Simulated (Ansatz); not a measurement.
Consider the ligand exchange at the Si–C bond: `[SiH3][CH2][AlH][TeH]` + `BO[SiH2]S` → `BO[SiH2]S[SiH3]` + `[CH3][AlH][TeH]`.

Gas-phase electronic energies from Ansatz, PBE0-D4/def2-TZVP geometries. CCSD(T)/CBS is the MP2 limit (def2-TZVPP, def2-QZVPP) plus CCSD(T) − MP2 in def2-TZVPP, frozen cores. DFT in def2-TZVPP. B3LYP here is the variant with VWN-RPA as its local correlation; programs differ in this. def2 core potentials past Kr. For Te outer-core shells are correlated without core-valence functions, which leaves a few kJ/mol of doubt a bond. One conformer a species, not always the lowest.

`[SiH3][CH2][AlH][TeH]`:

```xyz
11

Si   -0.943    1.234   -0.324
C    -0.741   -0.441    0.477
Al    0.696   -1.499   -0.298
Te    3.102   -0.832    0.102
H    -1.057    1.091   -1.804
H    -2.156    1.949    0.159
H     0.245    2.082   -0.039
H    -1.680   -0.999    0.385
H    -0.545   -0.284    1.543
H     0.461   -2.767   -1.215
H     2.618    0.466    1.014
```

`BO[SiH2]S`:

```xyz
9

B     1.208    0.745    1.191
O     0.070    0.724    0.466
Si   -0.345   -0.133   -0.888
S    -1.488   -1.857   -0.417
H     2.155    0.089    0.843
H     1.238    1.434    2.170
H    -1.123    0.800   -1.730
H     0.870   -0.641   -1.568
H    -2.585   -1.162   -0.068
```

`BO[SiH2]S[SiH3]`:

```xyz
12

B    -1.590   -1.101   -1.124
O    -0.550   -0.432   -1.659
Si    0.954    0.049   -1.185
S     1.523   -0.676    0.728
Si    0.414    0.741    1.892
H    -2.565   -1.249   -1.805
H    -1.527   -1.526   -0.002
H     0.943    1.530   -1.192
H     1.921   -0.503   -2.156
H     1.199    1.986    2.085
H     0.142    0.107    3.204
H    -0.863    1.074    1.212
```

`[CH3][AlH][TeH]`:

Z-matrix (Å, degrees):
```
C
Al 1 1.947
H 1 1.092 2 113.0
H 1 1.095 2 110.5 3 121.1
H 1 1.095 2 110.4 3 -121.1
Te 2 2.533 1 118.5 3 -0.3
H 2 1.584 1 123.8 3 179.7
H 6 1.657 2 91.2 1 179.9
```

Task: Is it downhill or uphill in electronic energy at CCSD(T)/CBS, and by how much? (Best estimate.)

Result: The calculation gave: Downhill: ΔE = -51.1 kJ/mol.

Task: What do these levels give: r2SCAN-D4, ωB97M-V, B2PLYP, PBE, r2SCAN, PBE0, B3LYP, HF/def2-TZVPP, MP2/def2-QZVPP, SCS-MP2/def2-QZVPP, HF/CBS(def2), MP2/CBS(def2)? (Best estimate.)

Result: Ansatz gave: r2SCAN-D4 -54.5, ωB97M-V -51.6, B2PLYP -50.8, PBE -52.0, r2SCAN -54.2, PBE0 -52.4, B3LYP -50.3, HF/def2-TZVPP -50.7, MP2/def2-QZVPP -53.3, SCS-MP2/def2-QZVPP -51.5, HF/CBS(def2) -50.5, MP2/CBS(def2) -54.8 kJ/mol.

Largest T1 diagnostic among the species: 0.013.
